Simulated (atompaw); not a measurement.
What the settings do to the PAW (atompaw) potential of Sb

Base potential:

```json
{
 "Element": "antimony",
 "Generator": "atompaw 4.2.0.5",
 "Type": "PAW",
 "Functional": "PBE",
 "Relativity": "scalar-relativistic",
 "Frozen core": "[Kr] 4d10",
 "Valence charge": "5",
 "Reference configuration": "5s2 5p2.5 (charge +0.5)",
 "Partial waves": "5s (bound): rc 2.25 bohr; 5s channel at -0.8 Ry: rc 2.25 bohr; 5p (bound): rc 2.05 bohr; 5p channel at 3.15 Ry: rc 2.05 bohr; 5d channel at -0.15 Ry: rc 2.25 bohr",
 "Local potential": "troulliermartins scheme with l = 3 at 0 Ry, radius 2.20 bohr",
 "Core correction": "smooth core density matched at 1.55 bohr",
 "Augmentation charge": "sinc compensation charge, radius 2.25 bohr; PAW radius 2.25 bohr; waves and projectors: custom rrkj gramschmidtortho"
}
```

Cutoffs, loose and tight: the cutoffs (Ry, on a coarse ladder) from which the occupation-weighted sum of valence levels, in a spherical-Bessel basis at the reference potential, stays within 10 and 1 mRy of its value at 400 Ry. They see the waves, projectors and local potential, not the compensation charge or the core. A dash means not determined.

A true bound ghost makes a file unfit for plane-wave use even where its test errors are small: the radial tests pick states by their node count and pass the ghost by.

| change | outcome | cutoff, loose | cutoff, tight | bound ghosts |
| --- | --- | --- | --- | --- |
| base | generated | 6 Ry | 12 Ry | s |
| reference 5s2 5p3; added wave 5d channel at 2.95 Ry: rc 2.25 bohr | generated | 6 Ry | 15 Ry | s, d |
| core [Ar] 3d10, valence charge 23; reference 4s2 4p6 4d10 5s2 5p2; waves now 4s (bound): rc 1.45 bohr; 5s (bound): rc 1.45 bohr; 4p (bound): rc 0.95 bohr; 5p (bound): rc 1.55 bohr; 4d (bound): rc 1.55 bohr; 4d channel at -1.6 Ry: rc 1.55 bohr; 4f channel at -0.15 Ry: rc 1.15 bohr; 4f channel at 1.6 Ry: rc 1.15 bohr; local potential troulliermartins scheme with l = 4 at 0 Ry, radius 1.55 bohr; core correction smooth core density matched at 1.45 bohr; augmentation sinc compensation charge, radius 1.55 bohr; PAW radius 1.55 bohr; waves and projectors: custom rrkj gramschmidtortho | generated | 90 Ry | 180 Ry | none |
| core correction smooth core density matched at 1.52 bohr | generated | 6 Ry | 12 Ry | s |
| wave 5p channel at 3.15 Ry: rc 2.05 bohr becomes 5p channel at 3.15 Ry: rc 2.20 bohr | generated | 6 Ry | 12 Ry | s |
| local potential troulliermartins scheme with l = 3 at 0 Ry, radius 1.86 bohr | generated | 6 Ry | 15 Ry | s, d |
| wave 5p channel at 3.15 Ry: rc 2.05 bohr becomes 5p channel at 2.86 Ry: rc 2.05 bohr | generated | 6 Ry | 12 Ry | s |
| local potential vpsmatchnc scheme with l = 3 at 0 Ry, radius 2.20 bohr | generated | 6 Ry | 15 Ry | s, p, d |

(1) What comes out with this change to the base: wave 5p (bound): rc 2.05 bohr becomes 5p (bound): rc 1.74 bohr?

(2) What comes out with this change to the base: all radii scaled by about 1.06 (s 2.38, p 2.16, d 2.38 bohr); local potential troulliermartins scheme with l = 3 at 0 Ry, radius 2.32 bohr; augmentation sinc compensation charge, radius 2.38 bohr; PAW radius 2.38 bohr; waves and projectors: custom rrkj gramschmidtortho; core correction smooth core density matched at 1.64 bohr?

## Answers

(1) outcome: generated; cutoff, loose: 18 Ry; cutoff, tight: 25 Ry; bound ghosts: p, s.

(2) outcome: generated; cutoff, loose: 6 Ry; cutoff, tight: 8 Ry; bound ghosts: s.
